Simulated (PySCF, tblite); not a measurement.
Energy landscape of CH₄B (anion, charge -1), singlet: twist about the double or partial double bond, both ends planar. Scanned: twist about the central bond. Other coordinates (C-B length, H-C-B angle, H-B-C angle, C-H length, B-H length) were minimised at PBE0/def2-TZVP.

- GFN2-xTB, 300 K electronic temperature (tblite)
- RHF/STO-3G = restricted Hartree-Fock/STO-3G (PySCF)
- RMP2/3-21G = restricted MP2 (frozen core)/3-21G (PySCF 2.14.0)
- CCSD(T) on UHF/aug-cc-pVDZ, 2 core orbitals frozen (PySCF)

Energies relative to the lowest point of each profile, in eV:

```
at / °  GFN2-xTB  RHF/STO-3G  RMP2/3-21G
------  --------  ----------  ----------
0          0.000       0.000       0.000
7.50       0.021       0.035       0.026
15         0.085       0.147       0.101
22.50      0.190       0.326       0.228
37.50      0.516       0.884       0.626
45         0.733       1.254       0.895
52.50      0.980       1.674       1.207
60         1.254       2.133       1.560
67.50      1.545       2.614       1.950
75         1.847       3.089       2.371
82.50      2.143       3.509       2.805
90         2.368       3.732       3.090
```

Problem. Estimate the CCSD(T) values at these points.

Solution. 0: 0.000; 7.50: 0.022; 15: 0.085; 22.50: 0.191; 37.50: 0.521; 45: 0.745; 52.50: 1.010; 60: 1.306; 67.50: 1.627; 75: 1.957; 82.50: 2.265; 90: 2.660 (eV).

Near 90° the triplet can lie below this singlet. The unrestricted determinant behind CCSD(T) is spin-contaminated on part of the scan (<S²> up to 1.0, against 0.00 for the pure state).
